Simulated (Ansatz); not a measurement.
`F[SiH](F)S` → `[SH]`• + `F[SiH]F`•  (homolysis of the S–Si bond)

Gas-phase electronic energies from Ansatz, PBE0-D4/def2-TZVP geometries. CCSD(T)/CBS is the MP2 limit (def2-TZVPP, def2-QZVPP) plus CCSD(T) − MP2 in def2-TZVPP, frozen cores. This one scheme is used for every species. Functionals use def2-TZVPP. HSE06 is defined as in plane-wave codes. Open shells (•) are unrestricted, without spin–orbit coupling. One conformer a species, not always the lowest.

Task: What is ΔE at CCSD(T)/CBS? (Best estimate.)

Result: Ansatz gave: +415.3 kJ/mol.

Task: What do these levels give: PBE-D4, r2SCAN0-D4, CAM-B3LYP-D4, PBE-QIDH, r2SCAN0, HSE06, HF/def2-SVP, CCSD/def2-SVP, CCSD(T)/def2-SVP, MP2/def2-TZVPP, SCS-MP2/def2-TZVPP, HF/CBS(def2)? (An estimate is asked.)

Result: Ansatz gave: PBE-D4 401.0, r2SCAN0-D4 394.3, CAM-B3LYP-D4 393.3, PBE-QIDH 408.8, r2SCAN0 392.4, HSE06 396.8, HF/def2-SVP 299.0, CCSD/def2-SVP 375.7, CCSD(T)/def2-SVP 381.5, MP2/def2-TZVPP 414.0, SCS-MP2/def2-TZVPP 406.3, HF/CBS(def2) 296.0 kJ/mol.

Task: What do rigid-rotor, harmonic-oscillator terms from PBE0-D4/def2-TZVP frequencies (298.15 K, 1 bar) make of the CCSD(T)/CBS value? (Best estimate.)

Result: Ansatz gave: ΔZPE = -13.6 kJ/mol, ΔH = +405.4 kJ/mol, ΔS = 156 J/(mol·K), ΔG = +359.0 kJ/mol. Open shells count their whole term as degenerate.

Largest T1 diagnostic among the species: 0.014.

At CCSD(T), def2-SVP lies −33.8 kJ/mol from the extrapolated value and def2-TZVPP −14.6 kJ/mol: correlation converges slowly with the basis, and small sets miss more of it in the bonded molecule than in its fragments. The D4 term adds +11.5 kJ/mol with B3LYP and +6.0 kJ/mol with PBE0; it sums over pairs of atoms, weighted by their polarisabilities, and B3LYP, whose exchange is more repulsive, gets the larger term.

B3LYP here is the variant with VWN-RPA as its local correlation; programs differ in this.
